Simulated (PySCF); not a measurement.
A structure optimised at PBE-D3(BJ)/def2-SVP, used in a PySCF frequency run:

```
B
O 1 1.3652
H 2 0.9762 1 112.05
C 1 1.5320 2 122.87 3 4.38
C 4 1.2303 2 154.11 3 8.37
H 5 1.0824 3 147.45 2 -175.75
C 1 1.6037 2 116.79 3 -171.17
O 7 1.2316 1 112.92 2 97.39
C 7 1.5086 8 122.82 1 178.79
H 9 1.1073 7 110.70 8 1.83
H 9 1.1111 10 110.15 7 121.29
H 9 1.1112 10 110.34 11 117.03
```

Question: Write its SMILES and formula.

Answer: C#CB(O)C(C)=O, C₄H₅BO₂

Question: What are its rotational constants (standard atomic weights)?

Answer: 3.7433, 1.7593, 1.5174 GHz
